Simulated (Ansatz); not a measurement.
C2H7NOSi can be A, `C=N[SiH](C)O`, or B, `C[Si]1(N)CO1`.

Gas-phase electronic energies from Ansatz, PBE0-D4/def2-TZVP geometries. CBS: MP2 limit from def2 TZ/QZ plus the TZ coupled-cluster correction, frozen cores. DFT in def2-TZVPP. B3LYP here is the variant with VWN-RPA as its local correlation; programs differ in this. Each species was taken in one conformer, which may not be the lowest.

**Question.** Which is lower in electronic energy at CCSD(T)/CBS, and by how much? (Best estimate.)

**Answer.** The calculation gave: A, by 53.2 kJ/mol.

**Question.** Give E(B) − E(A) in kJ/mol with CCSD(T)/def2-SVP, LDA (SPW92), B3LYP-D4, r2SCAN-D4, PBE-D4, ωB97M-V, BLYP-D4. (Estimate.)

**Answer.** Computed: CCSD(T)/def2-SVP 81.3, LDA (SPW92) 22.4, B3LYP-D4 59.3, r2SCAN-D4 41.9, PBE-D4 39.2, ωB97M-V 48.2, BLYP-D4 61.7. None reverses the order clearly.

**Question.** Does the order hold for the free energy at 298.15 K (harmonic terms from PBE0-D4)? (An estimate is asked.)

**Answer.** Ansatz gave: Yes: G(B) − G(A) = +62.3 kJ/mol, for one conformer each.

Largest T1 diagnostic: 0.012.

In def2-TZVPP, CCSD(T) changes the Hartree–Fock value by −28.5 kJ/mol (the triples alone add −1.5 kJ/mol) and MP2 by −35.9 kJ/mol. Leaving LDA and LC-ωPBE aside and taking each functional with its dispersion term where it has one, the values, not all of them listed here, spread over 23.2 kJ/mol, from HSE06-D4 to BHLYP-D4. LDA lies −16.8 kJ/mol from PBE without D4.
